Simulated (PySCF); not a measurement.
These compounds are isomers of formula C$_{7}$H$_{7}$NO.

A. `C(=O)NC1=C[C@@H]2C=C[C@H]12`
B. SMILES N#C/C=C\C=C=CCO
C. 2-acetylpyridine (CC(=O)c1ccccn1)

Spectrum 1. $^{13}$C{$^{1}$H} NMR (computed): δ 224.8 (C), 154.7 (CH), 125.5 (C), 105.0 (CH), 99.1 (CH), 93.3 (CH), 67.6 (CH2).

Spectrum 2. $^{13}$C{$^{1}$H} NMR (computed): δ 205.7 (C), 157.3 (C), 154.2 (CH), 142.8 (CH), 132.5 (CH), 127.8 (CH), 30.0 (CH3).

Spectrum 3. $^{13}$C{$^{1}$H} NMR (computed): δ 158.2 (CH), 156.9 (C), 155.3 (CH), 154.1 (CH), 117.8 (CH), 55.8 (CH), 48.6 (CH).

Calculated, not measured (PySCF 2.14.0 with density-fitted response routines): coordinates at the GFN2-xTB level, PBE0/pcSseg-1 with gauge-including orbitals. A single conformation, relativity neglected, no solvent, rapidly exchanging positions averaged.

Shifts are taken against calculated references (same method and geometry level): TMS for $^{13}$C. Acid and N–H amide carbonyl carbons lie up to 10 ppm further downfield in solution (hydrogen bonding). Shifts are as computed. Against solution values, carbons near 30 ppm lie about +3 ppm off and those near 130 ppm about +5 ppm. Of 1211 compounds with measured shifts, 218 miss one by over three times the rms of a fit or turn the order of signals round; such compounds aren't used in these exercises.

Problem. Match each spectrum to its structure.

Solution. 1–B, 2–C, 3–A.

- Spectrum 1 (B): 7 $^{13}$C signals; δC 224.8 is a central carbon of an allene; δC 154.7 is an alkene CH.
- Spectrum 2 (C): 7 $^{13}$C signals; δC 205.7 is a ketone carbonyl carbon; δC 154.2 is an aromatic CH next to a ring nitrogen.
- Spectrum 3 (A): 7 $^{13}$C signals; δC 158.2 is an amide carbonyl carbon; δC 156.9 is an alkene carbon bearing nitrogen.
